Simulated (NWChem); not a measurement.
System: ZnBr₂; SMILES [Zn]([Br])[Br]

Results from NWChem. Pople sets run with spherical d functions. Geometry: optimised at PBE-D3(BJ)/def2-SVP.

### Question
Order these runs by computing time, cheapest first, and give rough ratios: PBE/6-31G*; PBE/def2-QZVP; PBE/3-21G.

### Answer
PBE/3-21G (1), PBE/6-31G* (6), PBE/def2-QZVP (30). Ratios are rough, from one shared machine; the cheapest took very roughly 6 core-seconds. What differs between the cheapest and the dearest: highest occupied level (eV) -6.81 → -7.33; orbital gap (eV) 4.47 → 4.58; dipole (D) 0.04 → 0.03.
